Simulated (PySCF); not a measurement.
Does the answer move with the share of exact exchange?

Species: C2H8BNO.
Bonds: C1–C2 (double), C2–O3, O3–B4, B4–N5. Hydrogens: H6, H7 on C1; H8 on C2; H9, H10 on B4; H11, H12, H13 on N5.

Torsions of this conformer, `[CH2:1]=[CH:2][O:3][BH2-:4][NH3+:5]`: C1–C2–O3–B4 -157°, C2–O3–B4–N5 87°.

PySCF, def2-SVPD basis, density fitting, gas phase, PBE0-D3(BJ)/def2-SVP geometry; singlet excitations by full TDDFT with frozen cores, triplets by Tamm–Dancoff TDDFT and ionisation energies by ΔSCF, from the lowest of the holes tried. One functional is left out:

```csv
functional,exact exchange (%),HOMO energy (eV),LUMO energy (eV),lowest singlet excitation (eV),lowest triplet excitation (eV),dipole moment (D),mean polarisability (au),vertical ionisation energy (eV)
LDA,0,-5.15,-1.10,4.07,4.02,5.458,64.0,8.42
PBE,0,-4.96,-1.06,3.93,3.87,5.424,63.1,8.19
PBE0,25,-6.12,-0.28,4.92,4.13,5.498,60.0,8.26
BHandHLYP,50,-7.17,0.22,5.54,4.09,5.522,58.2,8.19
```

Predict the row of B3LYP (20 % exact exchange) by straight lines through the other rows, and check it.

| property | line | computed | computed − line | PBE0 (25 %), for comparison |
| --- | --- | --- | --- | --- |
| HOMO energy (eV) | -5.90 | -5.91 | -0.01 | -6.12 |
| LUMO energy (eV) | -0.52 | -0.63 | -0.11 | -0.28 |
| lowest singlet excitation (eV) | 4.65 | 4.56 | -0.09 | 4.92 |
| lowest triplet excitation (eV) | 4.03 | 4.18 | +0.15 | 4.13 |
| dipole moment (D) | 5.478 | 5.464 | -0.014 | 5.498 |
| mean polarisability (au) | 61.2 | 60.8 | -0.4 | 60.0 |
| vertical ionisation energy (eV) | 8.26 | 8.30 | +0.04 | 8.26 |

Which of these properties follows the share of exact exchange most closely, and which least?

Most closely the HOMO energy, least the vertical ionisation energy; the correlations over the tabulated rows are HOMO energy -0.997, LUMO energy 0.993, lowest singlet excitation 0.992, mean polarisability -0.978, dipole moment 0.928, lowest triplet excitation 0.692, vertical ionisation energy -0.497. The HOMO energy moves by -0.423 eV for every 10 %. Functionals with the same share still differ in their other parts: at 0 % LDA and PBE differ by 0.19 eV in it.
